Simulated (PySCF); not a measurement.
# Vibration and rotation of MoBr⁺

ROHF constants of MoBr⁺, ⁵Π (quintet), unpaired electrons σ ↑, π ↑, δ ↑↑ (PySCF, scalar-relativistic core potentials, basis sets Mo def2-TZVPPD with ECP28, Br def2-TZVPPD; masses 97.9054 and 78.9183 u):

```
ωe   : 300.8 cm⁻¹
ωexe : 0.511 cm⁻¹
Be   : 0.06662 cm⁻¹
αe   : 0.000177 cm⁻¹
```

Task: What force constant and bond length do these constants imply?

Result: Reduced mass μred = 43.696 u; k = 5.8918×10⁻⁷·μred·ωe² (u, cm⁻¹, mdyn/Å) = 2.33 mdyn/Å; Re = √(16.8576/(μred·Be)) (u, cm⁻¹, Å) = 2.406 Å.

Task: Estimate the centrifugal constant D from the Kratzer relation and find the Dunham coefficient a1.

Result: D = 4Be³/ωe² = 1.31e-08 cm⁻¹; a1 = −1 − αeωe/(6Be²) = -3.00.

Spin–orbit coupling is left out, which matters for elements this heavy, above all for dissociation energies. Hartree–Fock leaves out correlation, which carries a large part of most bond energies and some tenths to 1 eV of ionisation energies. With d or f electrons several states lie close, and the lowest PBE0 determinant need not be the measured ground state.
